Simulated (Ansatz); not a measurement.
A run for Ansatz (a program for electronic structure): U-CCSD(T)/def2-TZVPPD on MgO, a point of a bond scan (R = 3.479 Å). Files ending in .json are basis or fitting sets from the Basis Set Exchange.

Ansatz 0.2 input:
```yaml
crystal:
  periodic: [false, false, false]
  atoms:
    - {symbol: Mg, position_ang: [-0.00000000, -0.00000000, -0.69577288]}
    - {symbol: O, position_ang: [0.00000000, 0.00000000, 2.78309152]}
basis:
  gaussian:
    orbitals: def2-TZVPPD.json
correlation: {method: ccsd_t, electrons: outside_noble_gas}
scf: {omitted_lower_state_checks: [cluster_reference]}
magnetization: {spin_polarized: true, initial_magnetization: 0}
```

Program output:

```
Functional definition: HF
[...]
these checks for a lower state are left out or cut short: cluster_reference
integrals: 0.07 GiB planned
555 factors; integrals over basis functions are off by at most 9.3e-4 eV
mean field: 0.13 GiB planned
mean field evaluation 1: about -7441.9144 eV, gradient 4.9e1 eV
mean field evaluation 2: about -7441.9144 eV, gradient 4.9e1 eV
mean field evaluation 4: about -7441.7525 eV, gradient 4.9e1 eV
mean field evaluation 8: about -7463.9985 eV, gradient 2.7e0 eV
mean field evaluation 16: about -7464.4360 eV, gradient 2.5e0 eV
mean field evaluation 32: about -7466.4142 eV, gradient 7.2e-2 eV
mean field evaluation 64: about -7466.3984 eV, gradient 3.0e-2 eV
mean field evaluation 96: about -7466.4145 eV, gradient 1.3e-5 eV
mean field evaluation 128: about -7463.7852 eV, gradient 8.3e0 eV
mean field evaluation 160: about -7466.3657 eV, gradient 1.8e-1 eV
mean field evaluation 192: about -7465.6885 eV, gradient 2.8e-1 eV
mean field evaluation 224: about -7465.7127 eV, gradient 4.3e-2 eV
mean field evaluation 256: about -7466.3857 eV, gradient 1.5e-1 eV
mean field evaluation 288: about -7465.6246 eV, gradient 8.0e-2 eV
mean field evaluation 320: about -7466.4131 eV, gradient 1.0e-1 eV
mean field evaluation 352: about -7408.9988 eV, gradient 9.1e1 eV
mean field -7466.41449539 eV, -274.3856717879 hartree, gradient 2.1e-8 eV, S^2 1.068279; 27 other end points of the search recorded, 0 dependent functions left out
6 core orbitals not correlated
reference -7466.41449539 eV, -274.3856717879 hartree; 4, 4 occupied and 65, 65 virtual orbitals, 555 factors
second order -4.47437158 eV of doubles, -0.00000000 eV of singles
coupled cluster: 0.22 GiB planned
cycle   1  -5.02225809 eV  change   -5.5e-1 eV  update   8.1e-2
cycle   2  -5.31513000 eV  change   -2.9e-1 eV  update   4.5e-2
cycle   3  -5.38305447 eV  change   -6.8e-2 eV  update   3.1e-2
cycle   4  -5.42319753 eV  change   -4.0e-2 eV  update   2.2e-2
cycle   5  -5.47881094 eV  change   -5.6e-2 eV  update   1.7e-2
cycle   6  -5.53006958 eV  change   -5.1e-2 eV  update   1.2e-2
cycle   7  -5.57162530 eV  change   -4.2e-2 eV  update   7.1e-3
cycle   8  -5.58596029 eV  change   -1.4e-2 eV  update   2.8e-3
cycle   9  -5.58686087 eV  change   -9.0e-4 eV  update   2.0e-3
cycle  10  -5.58808721 eV  change   -1.2e-3 eV  update   1.7e-3
cycle  11  -5.58894608 eV  change   -8.6e-4 eV  update   1.4e-3
cycle  12  -5.59042836 eV  change   -1.5e-3 eV  update   7.6e-4
cycle  13  -5.59089284 eV  change   -4.6e-4 eV  update   4.3e-4
cycle  14  -5.59108311 eV  change   -1.9e-4 eV  update   2.6e-4
cycle  15  -5.59111054 eV  change   -2.7e-5 eV  update   1.6e-4
cycle  16  -5.59138389 eV  change   -2.7e-4 eV  update   1.1e-4
cycle  17  -5.59149481 eV  change   -1.1e-4 eV  update   6.5e-5
cycle  18  -5.59147016 eV  change    2.5e-5 eV  update   3.9e-5
cycle  19  -5.59137908 eV  change    9.1e-5 eV  update   2.8e-5
cycle  20  -5.59126064 eV  change    1.2e-4 eV  update   1.8e-5
cycle  21  -5.59121666 eV  change    4.4e-5 eV  update   8.6e-6
cycle  22  -5.59120197 eV  change    1.5e-5 eV  update   4.2e-6
cycle  23  -5.59120220 eV  change   -2.2e-7 eV  update   2.1e-6
coupled cluster: 0.22 GiB planned
perturbative correction -0.29906606 eV, -0.0109904751 hartree
WARN: the results are in doubt because among natural orbitals the method converges to other amplitudes
Total energy: -7472.30476365 eV, -274.6021351540 hartree
In doubt: among natural orbitals the method converges to other amplitudes
Checks for a lower state left out: cluster_reference
```

Self-consistency was reached. Its determinant has ⟨S²⟩ = 1.07, a mixture of spin states.

Warnings raised: other amplitudes.

Cost: very roughly 16 core-seconds.
